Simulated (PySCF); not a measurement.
A structure optimised at PBE-D3(BJ)/def2-TZVP, used in a PySCF frequency run:

```xyz
6

Al     0.0000     0.0000     0.1200
C      0.0000     0.0000    -1.7959
H      0.9033    -0.5215    -2.1461
H      0.0000     1.0431    -2.1461
H     -0.9033    -0.5215    -2.1461
F      0.0000     0.0000     1.7393
```
Charge +1, spin multiplicity 1.

### Question
Write its SMILES, formula and point group.

### Answer
[CH3][Al+][F], CH3AlF, C3v

### Question
What are its rotational constants (standard atomic weights)?

### Answer
153.61, 4.5503, 4.5503 GHz
